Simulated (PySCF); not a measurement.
MoBr3, SMILES [Br][Mo]([Br])[Br] (connectivity only; charge and spin as stated), neutral, multiplicity 4.

Geometry: PBE-D3(BJ)/def2-SVP. The multiplicity is an assumed one; other spin states were not compared. The def2 effective core potentials stand for the cores of Mo; spin–orbit coupling is left out.

Method: PBE-D3(BJ)/def2-SVP in PySCF.

Frequencies are harmonic and unscaled.

Modes within 1.5 cm⁻¹ of each other (mostly degenerate sets) share a row, with their intensities summed.

Computed normal modes with their intensities:
| mode | ν (cm⁻¹) | IR (km/mol) | moving atoms (share of kinetic energy) |
|---|---|---|---|
| 1 | 51 | 1.3 | Mo 71 %, Br 29 % |
| 2–3 | 60 | 0.1 | Br 87 %, Mo 13 % |
| 4 | 224 | 0.0 | Br 100 % |
| 5–6 | 324 | 83.7 | Mo 59 %, Br 41 % |
